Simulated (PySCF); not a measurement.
Screening by computed properties: pick the candidate that meets the target.

All species are isolated and taken at one optimised geometry, non-relativistic unless stated. Electronic properties by PySCF.

The conformers computed, where there is a choice (atom-mapped SMILES and torsion angles):
- `[CH3:1][SiH2:2][CH2:3][Si@@H:4]([Cl:5])[N:6]([SiH3:7])[SiH3:8]`: C1–Si2–C3–Si4 -178°, Si2–C3–Si4–Cl5 65°, C3–Si4–N6–Si7 -159°
- `[CH3:1][C@@:2]1([C:3]([NH2:4])=[O:5])[CH:6]=[C:7]1[CH2:8][C:9]#[N:10]`: C1–C2–C3–N4 9°, C6–C7–C8–C9 132°, H–N4–C3–C2 -179°, H–N4–C3–C2 0°
- `[CH3:1][CH2:2][C@@:3]([CH3:4])([C:5](=[O:6])[F:7])[CH:8]([CH3:9])[CH3:10]`: C1–C2–C3–C4 -66°, C2–C3–C5–O6 -120°, C2–C3–C8–C9 -169°
- `[CH3:1][CH2:2]/[CH:3]=[P:4]/[c:5]1[cH:6][cH:7][s:8][cH:9]1`: C1–C2–C3–P4 -1°, C3–P4–C5–C6 -145°
- `[CH3:1][C:2]([CH3:3])=[C:4]([Cl:5])[C:6](=[O:7])[Cl:8]`: C2–C4–C6–O7 5°

(1) Wanted: dipole moment between 2.4 D and 3 D (PBE0/pcSseg-1) and HOMO energy below -7 eV (PBE0/pcSseg-1), at GFN2-xTB geometries. Which candidate meets both?
A. `CC1(F)CNC1`
B. `C[SiH2]C[Si@@H](Cl)N([SiH3])[SiH3]`
C. `CC/C=P/c1ccsc1`
D. `C[C@@]1(C(N)=O)C=C1CC#N`
E. `CC[C@@](C)(C(=O)F)C(C)C`

(2) Wanted: smallest rotational constant above 2 GHz (GFN2-xTB) and HOMO–LUMO gap above 7.2 eV (PBE0/pcSseg-1), at GFN2-xTB geometries. Which candidate meets both?
A. `C[SiH2]C[Si@@H](Cl)N([SiH3])[SiH3]`
B. `C[C@@]1(C(N)=O)C=C1CC#N`
C. `CC(C)=C(Cl)C(=O)Cl`
D. `CC/C=P/C1=CSC=C1`
E. `CC1(F)CNC1`
F. `CC[C@@](C)(C(=O)F)C(C)C`

Answers

(1) D. Computed values:
| species | dipole moment | HOMO energy |
| --- | --- | --- |
| CC1(F)CNC1 | 0.71 D | -6.66 eV |
| CC/C=P/c1ccsc1 | 1.07 D | -6.54 eV |
| C[SiH2]C[Si@@H](Cl)N([SiH3])[SiH3] | 2.03 D | -7.58 eV |
| C[C@@]1(C(N)=O)C=C1CC#N | 2.83 D | -7.33 eV |
| CC[C@@](C)(C(=O)F)C(C)C | 3.17 D | -8.58 eV |

(2) E. Computed values:
```
                           species  smallest rotational constant  HOMO–LUMO gap
C[SiH2]C[Si@@H](Cl)N([SiH3])[SiH3]                     0.363 GHz        7.60 eV
                  CC/C=P/C1=CSC=C1                     0.479 GHz        5.01 eV
                CC(C)=C(Cl)C(=O)Cl                     0.751 GHz        5.46 eV
           C[C@@]1(C(N)=O)C=C1CC#N                     0.833 GHz        6.87 eV
           CC[C@@](C)(C(=O)F)C(C)C                     0.944 GHz        8.34 eV
                        CC1(F)CNC1                     2.939 GHz        8.05 eV
```
